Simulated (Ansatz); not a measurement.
Consider the redistribution: `[OH][SnH2][O][SiH3]` + `[CH3][AlH][CH3]` → `[CH3][AlH][SnH2][OH]` + `CO[SiH3]`.

Gas-phase electronic energies from Ansatz, PBE0-D4/def2-TZVP geometries. CCSD(T)/CBS adds triple-zeta CCSD(T) − MP2 to the extrapolated MP2 energy (def2 sets, frozen cores). def2 core potentials past Kr. For Sn outer-core shells are correlated without core-valence functions, which leaves a few kJ/mol of doubt a bond. Each species was taken in one conformer, which may not be the lowest.

| level | ΔE (kJ/mol) |
| --- | --- |
| CCSD/def2-TZVPP | 98.4 |
| HF/def2-QZVPP | 99.1 |
| MP2/CBS(def2) | 110.8 |
| CCSD/CBS(def2) | 101.4 |

Task: What does CCSD(T)/CBS give? (An estimate is asked.)

Result: Ansatz gave: +102.9 kJ/mol. The listed levels differ from it by -4.5, -3.8, 7.9, -1.5 kJ/mol.

Largest T1 diagnostic among the species: 0.014.

In def2-TZVPP, CCSD(T) changes the Hartree–Fock value by +3.9 kJ/mol (the triples alone add +1.5 kJ/mol) and MP2 by +11.9 kJ/mol.
